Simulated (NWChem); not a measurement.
System: CH3ClO2Si; SMILES O=CO[SiH2]Cl

```xyz
8

O      1.1105    -1.8109     0.4615
C      0.2271    -1.9210    -0.3482
O     -0.7480    -1.0055    -0.5606
Si    -0.8488     0.4136     0.3678
Cl     0.6129     1.7621    -0.1790
H      0.0951    -2.7803    -1.0210
H     -0.7361     0.1182     1.8074
H     -2.1588     0.9720    -0.0107
```
Atoms are numbered in this order, from 1.

All runs: NWChem. Medium grid unless said otherwise, to which SCAN and Minnesota functionals are sensitive. All runs use the structure optimised with B3LYP/6-31G* (spherical d). B3LYP is NWChem's, with the RPA form of VWN correlation.

Order these by “dipole (D)”, lowest first: TPSSh/def2-TZVP; BLYP/def2-TZVP; M06-2X/def2-TZVP.

BLYP/def2-TZVP (2.02), TPSSh/def2-TZVP (2.11), M06-2X/def2-TZVP (2.24)
